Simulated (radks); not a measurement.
The numbers below are computed, except where a source is named.
Rb25+, configuration [Ne] 3s2 (the NIST ground configuration). Code: a radial shooting solver on a logarithmic mesh with Libxc functionals. Model: scalar-relativistic Kohn-Sham, r2SCAN, spin-polarised, spherical densities, finite nucleus; meta-GGA in the generalised Kohn-Sham scheme; Fermi nuclear charge, rms radius 4.2036 fm.

Normalised radial functions P(r) = r R(r), r in bohr:

r	2s	2p	3s
0.002365	0.3474	0.0096	0.1693
0.003283	0.4597	0.0174	0.2240
0.004557	0.5998	0.0316	0.2920
0.006326	0.7666	0.0573	0.3730
0.008781	0.9513	0.1029	0.4622
0.01229	1.1340	0.1851	0.5494
0.01706	1.2575	0.3213	0.6058
0.02368	1.2477	0.5411	0.5933
0.03287	1.0002	0.8726	0.4587
0.04563	0.4193	1.3253	0.1548
0.06386	-0.5290	1.8684	-0.3247
0.08864	-1.6020	2.3332	-0.8182
0.1231	-2.3903	2.5025	-1.0288
0.1708	-2.4484	2.1828	-0.6107
0.2371	-1.7362	1.4378	0.4485
0.3318	-0.7718	0.6288	1.5326
0.4606	-0.1979	0.1661	1.6822
0.6395	-0.0236	0.0213	0.9412
0.8877	-0.0010	0.0010	0.2473
1.232	0.0000	0.0000	0.0247

2s: eigenvalue -3166.0 eV, 1 radial node at r = 0.0537 bohr, <r> = 0.175 bohr, 90 % of the charge inside 0.269 bohr. 2p: eigenvalue -2945.8 eV, 0 radial nodes, <r> = 0.152 bohr, 90 % of the charge inside 0.247 bohr. 3s: eigenvalue -1219.8 eV, 2 radial nodes at r = 0.0514, 0.210 bohr, <r> = 0.432 bohr, 90 % of the charge inside 0.625 bohr.
